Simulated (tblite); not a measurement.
C7H6F (doublet state).
InChI=1S/C7H6F/c1-2-5-3-7(5)4-6(7)8/h5-6H,3-4H2/t5-,6+,7+/m1/s1

All values are computed: GFN2-xTB (tblite) harmonic vibrations without scaling, gas phase. This tight-binding method is rough: wavenumbers can miss measured ones by several per cent, in bad cases by 10 to 20. Open shells enter through the occupations alone, without spin polarisation, and single modes of such species can be off by tens of per cent.

Harmonic wavenumbers (cm⁻¹): 90.9, 102.6, 159.3, 206.8, 214.3, 380.2, 403.6, 426.3, 482.0, 668.9, 816.1, 824.8, 874.4, 929.5, 975.2, 998.8, 1021.2, 1051.8, 1059.0, 1065.4, 1090.2, 1109.0, 1112.2, 1177.4, 1249.1, 1287.8, 1409.1, 1428.5, 1597.5, 2230.9, 3024.7, 3026.3, 3079.1, 3081.3, 3094.0, 3096.4.

A = 3972, B = 1388, C = 1288 MHz; mass 109.045 u (most abundant isotopes); point group C1, symmetry number 1; spin multiplicity 2.

Question: Zero-point energy?

Answer: ½Σν̃ = 22422 cm⁻¹ = 64.11 kcal/mol.

Question: What is S at 298.15 K and 1 bar for an ideal gas of classical rigid rotors and harmonic oscillators?

Answer: Translation 40.00, rotation 28.21, vibration 19.09, spin (R ln 2) 1.38: S = 88.7 cal/(mol K).

Question: And Cp and H(298.15 K) − H(0)?

Answer: Cp = 29.92 cal/(mol K), of which vibrations give 21.97 (their classical limit is 36 R = 71.5); H(298.15 K) − H(0) = 5.55 kcal/mol without the zero-point energy, 3.18 from vibrations.

Question: Which modes carry the vibrational entropy at 298.15 K?

Answer: 90.9 cm⁻¹: 3.64; 102.6 cm⁻¹: 3.40; 159.3 cm⁻¹: 2.56; 206.8 cm⁻¹: 2.07; 214.3 cm⁻¹: 2.01; 380.2 cm⁻¹: 1.04 cal/(mol K); the other 30 give 4.37 together.

Question: How do the functions run with temperature in this model?

Answer: 
| T (K) | S (cal/(mol K)) | Cp (cal/(mol K)) | H − H(0) (kcal/mol) | G − H(0) (kcal/mol) | ln q(vib) |
| --- | --- | --- | --- | --- | --- |
| 50 | 56.6 | 10.9 | 0.44 | -2.39 | 0.14 |
| 100 | 65.6 | 15.3 | 1.10 | -5.45 | 0.79 |
| 373.15 | 96.0 | 35.7 | 8.01 | -27.82 | 5.60 |
| 500 | 107.7 | 44.0 | 13.09 | -40.75 | 7.92 |
| 750 | 127.8 | 54.9 | 25.58 | -70.25 | 12.43 |
| 1000 | 144.6 | 61.7 | 40.22 | -104.36 | 16.66 |

q(vib) and H(0) count from the zero-point level.

Question: What must be added to the electronic energy to get the Gibbs energy at 298.15 K and 1 bar?

Answer: ZPE + [H(298.15 K) − H(0)] − T·S = 64.11 + 5.55 − 26.44 = 43.22 kcal/mol.

Hindered rotation and anharmonicity are outside this model. The structure is chiral; the term R ln 2 for an equal mix with its mirror image is left out.
